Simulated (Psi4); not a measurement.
C2H4NO (SMILES CC([NH])=O), doublet, geometry from GFN2-xTB; Psi4 with MP2/cc-pVDZ.

Psi4 was given this input:
```
memory 2 GB

molecule {
0 2
  O     0.52038037    1.10899932    0.47787017
  C     0.07362476    0.04155692    0.01629218
  N     0.97908963   -0.79537771   -0.38307541
  C    -1.37266602   -0.31112209   -0.09746586
  H    -1.87439289    0.42856119   -0.71790388
  H    -1.47291315   -1.29927869   -0.53410739
  H    -1.82638734   -0.28731230    0.89115672
  H     1.95127056   -0.52892976   -0.29353686
}

set basis cc-pvdz
set reference uhf
set freeze_core true

energy('mp2')
print_variables()
```

Problem. What does Psi4 print? Leave out banner, timings and long lists.

Solution. 
```
    SCF Algorithm Type (re)set to DF.

   => Loading Basis Set <=

    Name: CC-PVDZ
    Role: ORBITAL
    Keyword: BASIS

         ---------------------------------------------------------
                                   SCF
               by Justin Turney, Rob Parrish, Andy Simmonett
                          and Daniel G. A. Smith
                              UHF Reference
         ---------------------------------------------------------

  ==> Geometry <==

    Molecular point group: c1
    Full point group: C1

    Geometry (in Angstrom), charge = 0, multiplicity = 2:

       Center              X                  Y                   Z               Mass
    ------------   -----------------  -----------------  -----------------  -----------------
         O            0.465277667554     1.080295290969     0.466743667110    15.994914619570
         C            0.018522057554     0.012852890969     0.005165677110    12.000000000000
         N            0.923986927554    -0.824081739031    -0.394201912890    14.003074004430
         C           -1.427768722446    -0.339826119031    -0.108592362890    12.000000000000
         H           -1.929495592446     0.399857160969    -0.729030382890     1.007825032230
         H           -1.528015852446    -1.327982719031    -0.545233892890     1.007825032230
         H           -1.881490042446    -0.316016329031     0.880030217110     1.007825032230
         H            1.896167857554    -0.557633789031    -0.304663362890     1.007825032230

  Running in c1 symmetry.

  Rotational constants: A =      0.43761  B =      0.30292  C =      0.18516 [cm^-1]
  Rotational constants: A =  13119.30498  B =   9081.19293  C =   5550.88221 [MHz]
  Nuclear repulsion =  114.585805419434976

  Charge       = 0
  Multiplicity = 2
  Electrons    = 31
  Nalpha       = 16
  Nbeta        = 15

  ==> Algorithm <==

  SCF Algorithm Type is DF.
  DIIS enabled.
  MOM disabled.
  Fractional occupation disabled.
  Guess Type is SAD.
  Energy threshold   = 1.00e-08
  Density threshold  = 1.00e-08
  Integral threshold = 1.00e-12

  ==> Primary Basis <==

  Basis Set: CC-PVDZ
    Blend: CC-PVDZ
    Number of shells: 36
    Number of basis functions: 76
    Number of Cartesian functions: 80
    Spherical Harmonics?: true
    Max angular momentum: 2

   => Loading Basis Set <=

    Name: (CC-PVDZ AUX)
    Role: JKFIT
    Keyword: DF_BASIS_SCF

  ==> Integral Setup <==

  SCF_SUBTYPE=INCORE selected. In-core MEM_DF algorithm will be used.
  Using in-core AOs.

  ==> MemDFJK: Density-Fitted J/K Matrices <==

    J tasked:                   Yes
    K tasked:                   Yes
    wK tasked:                   No
    Algorithm:                 Core
    Schwarz Cutoff:           1E-12
    Mask sparsity (%):       0.0000
    Fitting Condition:        1E-10

   => Auxiliary Basis Set <=

  Basis Set: (CC-PVDZ AUX)
    Blend: CC-PVDZ-JKFIT
    Number of shells: 132
    Number of basis functions: 372
    Number of Cartesian functions: 424
    Spherical Harmonics?: true
    Max angular momentum: 3

  Minimum eigenvalue in the overlap matrix is 4.5372254481E-03.
  Reciprocal condition number of the overlap matrix is 8.8743193750E-04.
    Using symmetric orthogonalization.

  ==> Pre-Iterations <==

  SCF Guess: Superposition of Atomic Densities via on-the-fly atomic UHF (no occupation information).

   -------------------------
    Irrep   Nso     Nmo
   -------------------------
     A         76      76
   -------------------------
    Total      76      76
   -------------------------

  ==> Iterations <==

                           Total Energy        Delta E     RMS |[F,P]|

   @DF-UHF iter SAD:  -206.46739475094847   -2.06467e+02   0.00000e+00
   @DF-UHF iter   1:  -207.20966390888483   -7.42269e-01   5.60852e-03 DIIS/ADIIS
   @DF-UHF iter   2:  -207.29200667100099   -8.23428e-02   2.95641e-03 DIIS/ADIIS
   @DF-UHF iter   3:  -207.31109458401266   -1.90879e-02   1.04345e-03 DIIS/ADIIS
[...]
      16A     -0.432308

    Alpha Virtual:

[...]
    Beta Occupied:

[...]
    Beta Virtual:

[...]
      76A      3.831173

    Final Occupation by Irrep:
              A
    DOCC [    15 ]
    SOCC [     1 ]
    NA   [    16 ]
    NB   [    15 ]

  @DF-UHF Final Energy:  -207.31455673552611

   => Energetics <=

    Nuclear Repulsion Energy =            114.5858054194349762
    One-Electron Energy =                -509.0123558519073868
    Two-Electron Energy =                 187.1119936969463140
    Total Energy =                       -207.3145567355261107

  UHF NO Occupations:
  HONO-2 :   14  A 1.9979187
  HONO-1 :   15  A 1.9880132
  HONO-0 :   16  A 1.0000000
  LUNO+0 :   17  A 0.0119868
  LUNO+1 :   18  A 0.0020813
  LUNO+2 :   19  A 0.0006898
  LUNO+3 :   20  A 0.0003957

Computation Completed

Properties will be evaluated at   0.000000,   0.000000,   0.000000 [a0]

Properties computed using the SCF density matrix

 Multipole Moments:

 ------------------------------------------------------------------------------------
     Multipole            Electronic (a.u.)      Nuclear  (a.u.)        Total (a.u.)
 ------------------------------------------------------------------------------------

 L = 1.  Multiply by 2.5417464519 to convert [e a0] to [Debye]
 Dipole X            :          2.7506423           -3.2279995           -0.4773572
 Dipole Y            :          1.1775616           -1.6815253           -0.5039637
 Dipole Z            :          0.4418349           -0.6518073           -0.2099725
 Magnitude           :                                                    0.7252157

 ------------------------------------------------------------------------------------

  //>>>>>>>>>>>>>>>>>>>>>>>>>>>>>>>>>>>//
  //               DFMP2               //
  //<<<<<<<<<<<<<<<<<<<<<<<<<<<<<<<<<<<//

   => Loading Basis Set <=

    Name: (CC-PVDZ AUX)
    Role: RIFIT
    Keyword: DF_BASIS_MP2

	 --------------------------------------------------------
	                          DF-MP2
	      2nd-Order Density-Fitted Moller-Plesset Theory

	        Rob Parrish, Justin Turney, Andy Simmonett,
	           Ed Hohenstein, and C. David Sherrill
	 --------------------------------------------------------

	 --------------------------------------------------------
	                 NBF =    76, NAUX =   280
	 --------------------------------------------------------
	   CLASS    FOCC     OCC    AOCC    AVIR     VIR    FVIR
	   ALPHA       4      16      12      60      60       0
	    BETA       4      15      11      61      61       0
	 --------------------------------------------------------

	-----------------------------------------------------------
	 ==================> DF-MP2 Energies <====================
	-----------------------------------------------------------
	 Reference Energy          =    -207.3145567355261107 [Eh]
	 Singles Energy            =      -0.0000000000000000 [Eh]
	 Same-Spin Energy          =      -0.1637976390307031 [Eh]
	 Opposite-Spin Energy      =      -0.4501938979502186 [Eh]
	 Correlation Energy        =      -0.6139915369809217 [Eh]
	 Total Energy              =    -207.9285482725070437 [Eh]
	-----------------------------------------------------------
	 ================> DF-SCS-MP2 Energies <==================
	-----------------------------------------------------------
	 SCS Same-Spin Scale       =       0.3333333333333333 [-]
	 SCS Opposite-Spin Scale   =       1.2000000000000000 [-]
	 SCS Same-Spin Energy      =      -0.0545992130102344 [Eh]
	 SCS Opposite-Spin Energy  =      -0.5402326775402623 [Eh]
	 SCS Correlation Energy    =      -0.5948318905504967 [Eh]
	 SCS Total Energy          =    -207.9093886260766055 [Eh]
	-----------------------------------------------------------

  Variable Map:
  ----------------------------------------------------------------------------
[...]
  Array Variable Map:
  ----------------------------------------------------------------------------
[...]
[...]
```
